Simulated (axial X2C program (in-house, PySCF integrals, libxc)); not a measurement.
**HfH⁻: bond constants with and without spin–orbit coupling**

All values were computed with an in-house all-electron X2C program for linear molecules (integrals from PySCF). Spin-free means the one-electron spin-free X2C Hamiltonian; two-component (2c) means X2C with spin–orbit coupling and atomic mean-field two-electron Coulomb and Gaunt terms, so the difference of the two also holds small scalar two-electron terms. Basis: Hf dyall-acv3z [14s15p10d7f4g], H dyall-av3z [7s3p2d] (cores contracted in-house); Gaussian nuclei, density fitting, unrestricted open shells. Masses: Hf 179.947 u, H 1.008 u.

Input:
```json
{"zs": [72, 1], "q": -1, "bas": ["dyall-acv3z", "dyall-av3z"], "levels": ["PBE0", "HF", "TPSS"], "cc": true, "r0": 1.84, "thr": -1.0, "nmax": 90, "npts": 10, "nst": 2, "ntry": 6}
```
```bash
python so2c.py task.json out
```

Keys: zs atomic numbers; q charge; bas basis sets; levels methods; cc coupled cluster on or off; r0 starting distance in Å; thr threshold in hartree for freezing inner shells (an s shell follows its p shell); nmax most natural virtual spinors; npts points on the curve; nst determinants followed; ntry starts of the search. HF also brings MP2.

State, spin-free: M_S = 1, Λ = 0 (beyond evenly filled blocks: π+α, π-α); electrons by block: σα: 14, σβ: 14, π+α: 8, π+β: 7, π-α: 8, π-β: 7, δ+α: 3, δ+β: 3, δ-α: 3, δ-β: 3, φ+α: 1, φ+β: 1, φ-α: 1, φ-β: 1. Fragments: Hf + H-.

State, 2c: Ω = 2 (⟨Sz⟩ = -0.92, ⟨Lz⟩ = 2.92 at PBE0); electrons by block: 1/2: 22, -1/2: 21, 3/2: 11, -3/2: 10, 5/2: 4, -5/2: 4, 7/2: 1, -7/2: 1. Fragments: Hf + H-.

```json
{"Hamiltonian": "spin-free", "level": "PBE0", "Re (Å)": "1.891", "ωe (cm⁻¹)": "1398.8", "ωexe (cm⁻¹)": "30.5", "Be (cm⁻¹)": "4.704", "De (eV)": "2.41", "D0 (eV)": "2.33", "μ (D)": "1.64"}
{"Hamiltonian": "spin-free", "level": "HF", "Re (Å)": "1.986", "ωe (cm⁻¹)": "1263.1", "ωexe (cm⁻¹)": "29.2", "Be (cm⁻¹)": "4.263", "De (eV)": "1.86", "D0 (eV)": "1.79", "μ (D)": "1.13"}
{"Hamiltonian": "spin-free", "level": "CCSD", "Re (Å)": "1.948", "ωe (cm⁻¹)": "1335.2", "ωexe (cm⁻¹)": "30.5", "Be (cm⁻¹)": "4.433", "De (eV)": "2.12", "D0 (eV)": "2.04", "μ (D)": "n/a"}
{"Hamiltonian": "spin-free", "level": "CCSD(T)", "Re (Å)": "1.941", "ωe (cm⁻¹)": "1348.5", "ωexe (cm⁻¹)": "30.4", "Be (cm⁻¹)": "4.465", "De (eV)": "2.20", "D0 (eV)": "2.12", "μ (D)": "n/a"}
{"Hamiltonian": "spin-free", "level": "TPSS", "Re (Å)": "1.876", "ωe (cm⁻¹)": "1449.1", "ωexe (cm⁻¹)": "30.4", "Be (cm⁻¹)": "4.781", "De (eV)": "2.57", "D0 (eV)": "2.48", "μ (D)": "2.09"}
{"Hamiltonian": "2c", "level": "PBE0", "Re (Å)": "1.902", "ωe (cm⁻¹)": "1383.5", "ωexe (cm⁻¹)": "27.7", "Be (cm⁻¹)": "4.651", "De (eV)": "n/a", "D0 (eV)": "n/a", "μ (D)": "1.84"}
```

Correlated methods: 6 electrons correlated (number of frozen shells: Hf 5 s, 4 p, 2 d, 1 f; H none), 284 virtual spin orbitals or spinors in MP2, 90 natural virtuals in coupled cluster.

Dipoles are positive if H is the positive end and refer to the centre of mass.

The state is one determinant whose occupation by symmetry is held fixed; it was picked as the lowest of a PBE0 search that is not exhaustive. Dissociation energies refer to the lowest single-determinant-based atoms at the same level and basis. De is not given where an atomic determinant may have missed its ground term or J level, or where the truncated virtual space spoils (T). Density functionals use the spin component along the axis (collinear). Coupled cluster ran in a truncated set of natural virtual spinors; the MP2 energy of the rest was added. (T) has no such correction and the atoms are truncated less, which lowers De at CCSD(T) by a hundredth of an eV or more. Other states lie close and PBE0, whose exact exchange favours high spin, may order them wrongly; the determinant shown need not be the ground state. The nearest other spin-free determinant of the search, M_S = 1, Λ = 0, lies 0.006 eV up at the distance of the search. The functionals have no current-density term, which raises determinants with orbital currents, atoms included. With several unpaired electrons one determinant need not be a pure state. A state of lower Ω lies just above, and one determinant can place such states too high, so the state shown need not be the lowest. The search has Ω = 1 only 0.09 eV up. The outer-core s and p shells of the metal are frozen in the correlated rows, which leaves out core–valence correlation; for alkali and alkaline-earth bonds that tends to lengthen them. The highest occupied level of some functionals is positive through self-interaction error; at Hartree–Fock it is bound. The determinant is spin-polarised beyond a pure state at some levels (its spin-free form has ⟨S²⟩ too high), which makes Re and μ there less reliable. The T1 diagnostic is large, a sign of multireference character. With the outer-core shells frozen, correlated bond lengths of heavy atoms tend to come out a few hundredths of an ångström too long. Hartree–Fock gets electron affinities wrong, so its lowest charge split need not be the true one.

The spin-free and the 2c determinant differ in configuration, so the two halves of the table describe two states.

No reliable constants came from CCSD (2c), CCSD(T) (2c), HF (2c), MP2 (2c), MP2 (spin-free), TPSS (2c): no minimum in range, unconverged points, a curve that is not smooth, a change of character along it, or the two Hamiltonians disagreeing along it.

Rough cost a point (2c) on 1 thread(s) of a shared host, integrals apart: PBE0 1.3 s.

The whole task took 4.3 min on 1 thread of AMD EPYC 7R43 64-Core Processor (Zen 3), on a shared host.
